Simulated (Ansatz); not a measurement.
Cost and result for the atomization energy of C₃H₅IO, SMILES `CC1(I)CO1` (10 atoms, 10 bonds).

```
atom    x (Å)    y (Å)    z (Å)
  C1   0.1138   1.2020   0.3933
  C2  -0.3379  -0.2003   0.1416
  I3  -1.3930  -1.0420   1.8185
  C4   0.3425  -1.1345  -0.7441
  O5  -0.8836  -0.4874  -1.0997
  H6   0.7622   1.2463   1.2688
  H7  -0.7443   1.8537   0.5636
  H8   0.6615   1.5630  -0.4811
  H9   1.2136  -0.7999  -1.3024
 H10   0.2652  -2.2009  -0.5584
```

Charge 0, multiplicity 1. Correlated methods include outer-core shells of I, which these sets cover unevenly. I takes the def2 core potential. The structure was optimised at the PBE0-D4/def2-TZVP level. Program: Ansatz. All runs use 4 threads of an Arm Neoverse V1 on a shared host. Times are those of one run each, without the atoms' runs, and a repeat can differ threefold. Electronic energies, without spin–orbit coupling; frozen cores. CCSD(T)/CBS adds CCSD(T) − MP2 in def2-TZVPP to the MP2 limit, and its time is that of the two runs behind it. T1 = 0.011. With those shells the extrapolation isn't a true limit. B3LYP takes the VWN-RPA correlation (the form of Gaussian; ORCA's B3LYP/G).

CCSD(T)/CBS is a level of theory with its own doubt, some kJ/mol a heavy atom from the limit and from the frozen cores, so smaller differences don't rank the functionals.

```csv
level,functions,wall time
PBE-D4/def2-TZVPP (with forces),244,2.7 s
CAM-B3LYP-D4/def2-TZVPP,244,3.8 s
BHLYP-D4/def2-TZVPP,244,4.6 s
B3LYP-D4/def2-TZVPP (with forces),244,5 s
r2SCANh-D4/def2-TZVPP,244,6 s
B2PLYP/def2-TZVPP,244,6.5 s
PBE-QIDH/def2-TZVPP,244,7 s
ωB97X-V/def2-TZVPP,244,8.5 s
CCSD(T)/def2-SVP,107,9.5 s
B97M-V/def2-TZVPP,244,10 s
MP2/def2-QZVPP,460,24 s
CCSD(T)/def2-TZVPP,244,4.4 min
CCSD(T)/CBS(def2),–,4.8 min
```

(1) What atomization energy does each give, and how far from CCSD(T)/CBS? (Best estimate.)

## Answers

(1) The calculation gave: 
| level | atomization (kJ/mol) | difference from CCSD(T)/CBS | per bond |
| --- | --- | --- | --- |
| PBE-D4/def2-TZVPP (with forces) | 3930.1 | 130.8 | 13.1 |
| CAM-B3LYP-D4/def2-TZVPP | 3794.2 | -5.1 | -0.5 |
| BHLYP-D4/def2-TZVPP | 3639.3 | -160.0 | -16.0 |
| B3LYP-D4/def2-TZVPP (with forces) | 3782.7 | -16.6 | -1.7 |
| r2SCANh-D4/def2-TZVPP | 3786.7 | -12.6 | -1.3 |
| B2PLYP/def2-TZVPP | 3748.9 | -50.4 | -5.0 |
| PBE-QIDH/def2-TZVPP | 3791.2 | -8.1 | -0.8 |
| ωB97X-V/def2-TZVPP | 3799.5 | 0.2 | 0.0 |
| CCSD(T)/def2-SVP | 3603.9 | -195.4 | -19.5 |
| B97M-V/def2-TZVPP | 3798.9 | -0.4 | 0.0 |
| MP2/def2-QZVPP | 3855.5 | 56.2 | 5.6 |
| CCSD(T)/def2-TZVPP | 3695.5 | -103.8 | -10.4 |
| CCSD(T)/CBS(def2) | 3799.3 | 0.0 | 0.0 |

From BLYP to BHLYP (50 % exact exchange), in def2-TZVPP and without D4, the atomization energy moves by −133.0 kJ/mol: exact exchange takes away binding that semilocal exchange gives to molecules. The D4 term adds +36.9 kJ/mol with B3LYP and +19.1 kJ/mol with PBE0; it sums over pairs of atoms, weighted by their polarisabilities, and B3LYP, whose exchange is more repulsive, gets the larger term. At CCSD(T), def2-SVP lies −195.3 kJ/mol from the extrapolated value and def2-TZVPP −103.7 kJ/mol: correlation converges slowly with the basis, and small sets miss more of it in the bonded molecule than in its fragments.

Spin–orbit coupling would lower the free I atoms strongly, and the atomization energy with them, by more than many differences here.
